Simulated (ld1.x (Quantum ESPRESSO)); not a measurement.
## Pm (Z = 61), TM: configuration errors across variants

ld1.x (Quantum ESPRESSO) 7.5 input, shortened:

```
&input
   title='Pm', zed=61., rel=1, dft='PBESOL', iswitch=3,
   config='[Xe] 4f5 5d0 6s1.75 6p0.25'
 /
 &inputp
   pseudotype=2, tm=.true., lloc=-1, rcloc=2.15,
   nlcc=.false.
 /
4
5S  1  0   2.00   0.00  1.95  1.95  0.0
5P  2  1   6.00   0.00  1.90  1.90  0.0
5D  3  2   0.00   0.00  2.40  2.40  0.0
4F  4  3   5.00   0.00  0.80  0.80  0.0
 &test
   configts(1)='4f5 5s2 5p6 5d0 6s1.75 6p0.25'
 /
```

Occupied shells without a wave of their own: 6p, 6s. They enter only through the test configuration that unscreens the potential.

All-electron excitation energies from the reference (eV): (1) 4f5 5s2 5p6 5d0 6s2 6p0 -0.592; (2) 4f5 5s2 5p6 5d0 6s1 6p0 5.299; (3) 4f5 5s2 5p6 5d0 6s0 6p0 16.140; (4) 4f5 5s2 5p5 5d0 6s2 6p0 26.944; (5) 4f4 5s2 5p6 5d1 6s1 6p0 8.253; (6) 4f5 5s2 5p6 5d0.5 6s1.5 6p0 0.312; (7) 4f5 5s1 5p6 5d0 6s2 6p0 46.668.

Tests that are not counted but printed errors over 1 eV. “type RRKJ; local potential all-electron potential smoothed inside 0.65 bohr (lloc = -2); rho0 0.02”: all (the test run did not reproduce the reference configuration, from which every error is measured).

3 further variants failed, have other tests or too few solved ones, and are left out.

A true bound ghost makes a file unfit for plane-wave use even where its test errors are small: the radial tests pick states by their node count and pass the ghost by. Where a test does run into it, the solver fails or the error is huge.

Errors AE − PS in meV (a dash: test not solved or not reliable):

| change | (1) | (2) | (3) | (4) | (5) | (6) | (7) | bound ghosts |
| --- | --- | --- | --- | --- | --- | --- | --- | --- |
| base | -3.2 | +13 | +40 | -50 | -182 | +2.0 | -42 | none |
| wave 4f (bound): rc 0.80 bohr becomes 4f (bound): rc 1.14 bohr | -3.2 | +13 | +40 | -46 | -128 | +2.1 | -38 | none |
| type RRKJ; local potential all-electron potential smoothed inside 0.65 bohr (lloc = -2); rho0 0.02 | – | – | – | – | – | – | – | s, p, d |
| wave 5d (bound): rc 2.40 bohr becomes 5d (bound): rc 2.18 bohr | -3.2 | +13 | +40 | -50 | -183 | +2.0 | -42 | none |

Q: Give the same row for: local potential all-electron potential smoothed inside 2.44 bohr (lloc = -1).

A: -39, +231, +692, -144, -137, +57, -188; bound ghosts: p.
